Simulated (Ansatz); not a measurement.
Reaction (ligand exchange at the Sn–Cl bond): `[Cl][SnH2][Br]` + HBr → `[Br][SnH2][Br]` + HCl

Gas-phase electronic energies from Ansatz, PBE0-D4/def2-TZVP geometries. CBS: MP2 limit from def2 TZ/QZ plus the TZ coupled-cluster correction, frozen cores. This one scheme is used for every species. Functionals use def2-TZVPP. B3LYP here is the variant with VWN-RPA as its local correlation; programs differ in this. HSE06 is defined as in plane-wave codes. def2 core potentials past Kr. For Br, Sn outer-core shells are correlated without core-valence functions, which leaves a few kJ/mol of doubt a bond. Scalar relativity is left out up to krypton.

| level | ΔE (kJ/mol) | difference from CCSD(T)/CBS |
| --- | --- | --- |
| r2SCAN-D4 | -13.0 | 3.0 |
| PBE0-D4 | -14.8 | 1.2 |
| B3LYP-D4 | -13.2 | 2.8 |
| r2SCAN0-D4 | -14.5 | 1.5 |
| ωB97M-V | -12.9 | 3.1 |
| PBE | -12.8 | 3.2 |
| revPBE | -12.5 | 3.5 |
| B3LYP | -12.1 | 3.9 |
| r2SCANh | -13.5 | 2.5 |
| r2SCAN0 | -14.4 | 1.6 |
| HSE06 | -14.3 | 1.7 |
| RPA@PBE/def2-TZVPP | -11.7 | 4.3 |
| MP2/def2-SVP | -14.4 | 1.6 |
| CCSD(T)/def2-SVP | -11.8 | 4.2 |
| HF/def2-TZVPP | -14.1 | 1.9 |
| CCSD/CBS(def2) | -16.2 | -0.2 |
| CCSD(T)/CBS | -16.0 | 0 |

Largest T1 diagnostic among the species: 0.010.

Leaving LDA and LC-ωPBE aside and taking each functional with its dispersion term where it has one, the values, not all of them listed here, spread over 6.8 kJ/mol, from PBE-QIDH to B97M-V. At CCSD(T), def2-SVP lies +4.2 kJ/mol from the extrapolated value and def2-TZVPP +2.7 kJ/mol.
